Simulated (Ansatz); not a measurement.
Ru3H4. Charge 0, multiplicity 5. Geometry PBE-D4/def2-TZVP; atoms count from 1.

```xyz
7

Ru    1.389   -0.162   -0.336
Ru   -0.412   -0.863    1.075
Ru   -0.655   -0.775   -1.221
H    -1.386    0.652   -1.445
H     1.361   -0.697    1.390
H     0.918    1.337   -0.567
H    -1.215    0.507    1.104
```

In the def2 sets Ru takes a core potential; there is no spin–orbit coupling. At PBE0-D4/def2-TZVP a triplet of charge 0 lies 0.21 eV below the quintet, each at its own geometry. The structure comes from a short search, and lower isomers may exist.

(1) Estimate the Mulliken populations from the PBE0/def2-TZVP orbitals of Ansatz.

(2) Where does the spin sit?

(3) And the Mayer bond orders between bonded heavy atoms (over 0.3)?

Results:

(1) 
```
atom  charge (e)  spin (α − β)  d electrons
 Ru1        0.03          1.15         6.99
 Ru2        0.03          1.15         6.99
 Ru3       -0.01          1.77         6.91
  H4       -0.03         -0.01            –
  H5       -0.08          0.00            –
  H6        0.03         -0.03            –
  H7        0.03         -0.03            –
```
Mulliken values and Mayer orders depend strongly on the basis.

(2) Summed by element: Ru 4.08, H -0.08, of 4 unpaired in all. Largest on single atoms: Ru3 1.77, Ru1 1.15, Ru2 1.15.

(3) Ru1–Ru2 1.20 (2.39 Å); Ru1–Ru3 1.65 (2.31 Å); Ru2–Ru3 1.65 (2.31 Å).
